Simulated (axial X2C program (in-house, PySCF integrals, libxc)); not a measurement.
TlN: properties at the nuclei

Calculated with an axial X2C code built on PySCF integrals: two-component X2C with atomic mean-field Coulomb and Gaunt terms, Gaussian nuclei, basis Tl dyall-cv3z, N dyall-av3z with contracted cores.

R = 2.294 Å (near the PBE0 minimum at charge 0 of the determinant lowest at the starting distance; the state shown can have its own minimum elsewhere).

Determinant lowest in the PBE0 search, Ω = 1 (⟨Sz⟩ = 1.01, ⟨Lz⟩ = -0.01 at PBE0), spin on the atoms Tl -0.01, N 1.02:

```
 level  Eeff magnitude (GV/cm)  Ws magnitude Tl (kHz)  A∥/gI Tl (MHz)  qzz Tl (a.u.)  A∥/gI N (MHz)  qzz N (a.u.)  μ (D)
  PBE0                    2.89                   4.13            -217         -12.16           -107         -1.11  -2.92
    HF                    27.1                   30.7            -470         -12.35          -9.06         -0.78  -2.36
  BP86                       4                   5.44            -223         -11.60           -122         -1.18  -2.70
   LDA                    4.18                   5.74            -367         -11.67           -128         -1.14  -2.62
r2SCAN                    4.83                   6.41            -210         -12.53          -67.8         -1.12  -2.75
```

Eeff is the effective electric field on the electron electric dipole moment in this Ω state and Ws the scalar–pseudoscalar constant of the nucleus named (defined with the proton number Z and per Ω); A∥ (defined per Ω) follows by multiplying with gI = μI/(I μN); qzz is the electric field gradient, eQq0 = 234.96 MHz × Q/barn × qzz; μ is positive if the N end (last atom) is positive. The operators were transformed with the bare-nucleus X2C matrices; with these basis sets, hyperfine constants and field gradients can be off by tens of per cent, and where levels differ in sign neither size nor sign is settled.

**Question.** With Q(14N) = 0.02044 barn (Q from Pyykkö, Mol. Phys. 2018), turn the PBE0 values of the first state into constants in MHz.

**Answer.** eQq0(14N) = 234.96 × (0.02044) × (-1.11) = -5.33 MHz.

Each state is one determinant with collinear spin, which with several unpaired electrons need not be a pure state. Unrestricted Hartree–Fock can overshoot spin polarisation at the nuclei. In the state Ω = 1 the sign of Eeff differs between levels (HF against PBE0). With several open shells hyperfine constants can be off by a factor of several. Where Eeff spreads by more than a factor of two the levels disagree and none is to be relied on. Open-shell Ω = 0 determinants with evenly filled partner blocks cannot be reached by this program, so the Ω shown need not be the lowest component. States lie within half an eV, so the first need not be the ground state. The sign of Ws at Tl differs between levels in the first state. Further determinants of the search, some of them spin-mixed, are not shown. Where a field gradient or hyperfine factor spreads by more than a factor of two over the levels, a constant derived from it is not to be relied on.
